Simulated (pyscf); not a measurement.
F–Si•(F)–O–SiH₃ (SMILES F[Si](F)O[SiH3]), doublet

Gas-phase minimum from PySCF at ωB97X-D3(BJ)/def2-SVP, one conformer. Other isomers of F–Si•(F)–O–SiH₃ were not searched in full and may lie lower. 

SMILES: F[Si](F)O[SiH3]
```xyz
8

F     -0.1166     1.0083     0.2293
Si     0.2559    -0.5671     0.0915
F     -0.5127    -1.3359     1.2902
O     -0.3231    -1.1008    -1.3409
Si    -0.8884    -0.4728    -2.7899
H     -2.1991     0.1937    -2.5660
H     -1.0389    -1.6041    -3.7392
H      0.0931     0.5136    -3.3194
```
Charge 0, spin multiplicity 2.

Bonded distances (Å): F1–Si2 1.625, Si2–F3 1.618, Si2–O4 1.635, O4–Si5 1.677, Si5–H6 1.487, Si5–H7 1.484, Si5–H8 1.489. Bond angles (°): F1–Si2–F3 106.8, F1–Si2–O4 108.0, F3–Si2–O4 109.0, Si2–O4–Si5 138.9, O4–Si5–H6 109.6, O4–Si5–H7 107.5, O4–Si5–H8 109.5, H6–Si5–H7 110.4, H6–Si5–H8 109.7, H7–Si5–H8 110.1.

Properties at ωB97X-D3(BJ)/def2-SVP:

```
Item                                                                                                                                                                                                           Result
---------------------------------------------------------------------------------------------------------------------  ----------------------------------------------------------------------------------------------
Harmonic wavenumbers, unscaled                                                                                         33, 63, 68, 260, 300, 400, 643, 735, 748, 867, 941, 967, 970, 996, 1108, 2274, 2282, 2299 cm⁻¹
Zero-point energy                                                                                                                                                                                       22.8 kcal/mol
Rotational symmetry number                                                                                                                                                                                          1
Entropy of this conformer at 298 K and 1 atm, rigid rotor and harmonic oscillator, modes under 100 cm⁻¹ raised to 100                                                                                 354.6 J/(mol K)
Dipole moment                                                                                                                                                                                                  1.76 D
Spin expectation value S2                                                                                                                                                                                       0.751
```

Single-point totals, which compare only within one level:

```tsv
level	total energy (hartree)
ωB97X-D3(BJ)/def2-TZVP	-856.07470
PBE/def2-TZVP	-855.43710
r²SCAN/def2-TZVP	-855.84630
B3LYP-D3(BJ)/def2-TZVP	-856.06690
PBE0-D3(BJ)/def2-TZVP	-855.49796
M06-2X/def2-TZVP	-855.88194
ωB97M-D3(BJ)/def2-TZVP	-856.14240
```

The lowest mode is so soft that the shape along it may change with the basis. Soft torsions are taken as harmonic, which can shift the entropy by several J/(mol K).
